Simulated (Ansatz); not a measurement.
The lowest singlet and triplet of C2HN (SMILES [CH]C#N); geometries from B3LYP-D3(BJ)/def2-TZVP, each state relaxed from the structure named, with no frequency check, low spin by broken symmetry.
Singlet at the triplet's geometry (charge 0, multiplicity 1):
```xyz
4

C     -1.171    -0.059     0.302
C      0.083     0.007    -0.015
N      1.225     0.035    -0.375
H     -2.043     0.067     0.904
```

A positive gap puts the triplet lower; no zero-point energy. R- takes a restricted singlet, here one determinant of a half-filled degenerate or near-degenerate pair, which mixes singlet states. U- takes an unrestricted singlet (broken symmetry where lower, unprojected). The triplet is unrestricted in single-reference levels. Active spaces average the two states.

Correlated levels freeze the cores.

The values were computed with Ansatz (a quantum-chemistry and plane-wave program) with Gaussian orbitals. Each number belongs to the level named beside it.

```
level                                     gap E(singlet) − E(triplet), vertical, at the triplet's geometry (kJ/mol)
----------------------------------------  -------------------------------------------------------------------------
R-SVWN5/def2-TZVPP                                                                                             99.8
R-PBE/def2-TZVPP                                                                                              110.1
U-r2SCAN/def2-TZVPP (spin-contaminated)                                                                        34.4
R-B3LYP/def2-TZVPP                                                                                            108.6
R-MP2/cc-pVDZ                                                                                                  71.3
R-MP2/cc-pVQZ                                                                                                  48.4
R-CCSD/cc-pVTZ                                                                                                121.0
FIC-NEVPT4(SD) on SA-CASSCF(6,6)/cc-pVDZ                                                                      103.5
FIC-NEVPT4(SD) on SA-CASSCF(6,6)/cc-pVTZ                                                                          …
```

### Question
Fill in the missing entries.

### Answer

- FIC-NEVPT4(SD) on SA-CASSCF(6,6)/cc-pVTZ, gap E(singlet) − E(triplet), vertical, at the triplet's geometry (kJ/mol): 92.5

Doubts at one or more of the structures used: a restricted determinant that unrestricted orbitals would lower (R-SVWN5/def2-TZVPP, R-PBE/def2-TZVPP, R-B3LYP/def2-TZVPP, R-MP2/cc-pVDZ, R-MP2/cc-pVQZ, R-CCSD/cc-pVTZ); a spin-contaminated determinant (R-MP2/cc-pVDZ, R-MP2/cc-pVQZ, R-CCSD/cc-pVTZ).
